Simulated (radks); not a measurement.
Q: These are the eigenvalues of the occupied orbitals of an atom or ion with whole-number occupations (eV). Calculated with a radial shooting solver on a logarithmic mesh with Libxc functionals: Dirac Kohn-Sham, BP86, spin-unpolarised, spherical densities, point nucleus.

1s1/2: -80718.91
2s1/2: -14273.46
2p1/2: -13687.98
2p3/2: -11851.42
3s1/2: -3408.860
3p1/2: -3145.958
3p3/2: -2740.689
3d3/2: -2304.870
3d5/2: -2217.798
4s1/2: -781.0127
4p1/2: -668.9347
4p3/2: -571.7342
4d3/2: -388.5637
4d5/2: -370.4664
5s1/2: -160.0526
4f5/2: -135.6214
4f7/2: -131.8031
5p1/2: -123.3977
5p3/2: -106.3880
5d3/2: -56.0571
5d5/2: -54.0654

Which element is it, and in what charge state? The configuration may be excited. Open shells, if any, fill j = l - 1/2 first.

A: Z = 79, gold, charge +4: Au4+ in [Xe] 4f14 5d7. The list shows which subshells hold electrons but not how many an open one holds; the 1s level, -2966.4 hartree, gives Z - s = 77.0 by -(Z - s)^2/2, which with screening and relativity narrows Z to a few neighbours, and the depths of the outer levels then fix element, charge and occupations together.
